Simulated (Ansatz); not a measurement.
Species: sum formula SiH$_{2}$F$_{2}$ (charge 0, singlet). SMILES: F[SiH2]F
Geometry from a B3LYP-D3(BJ)/def2-TZVP (Ansatz, a quantum-chemistry and plane-wave program) optimisation:
```xyz
5

Si     0.0045     0.4472     0.0371
F      1.2746    -0.5098     0.1000
F     -1.2843    -0.4609    -0.1805
H     -0.1239     1.1373     1.3283
H      0.1487     1.3379    -1.1230
```
Charge 0, spin multiplicity 1.

Property: atomisation energy (electronic, to ground-state atoms), in kJ/mol. Cores are frozen in the correlated levels unless marked. UHF or UKS for open shells. No spin-orbit coupling. Non-relativistic. The coupled-cluster limit lacks core correlation, which all-electron functionals hold. CBS marks a two-point X^-3 extrapolation of the correlation energy; Hartree-Fock from the larger set (for Q and 5 zeta extrapolated as (X+1)exp(-9√X)).

```csv
level,program,atomisation energy (kJ/mol)
r2SCAN/def2-TZVPD,Ansatz,1844.6
```

**Question.** What does CCSD(T)/CBS(cc-pV(Q+d)Z,cc-pV(5+d)Z) (Ansatz) give?

**Answer.** 1873.7 kJ/mol
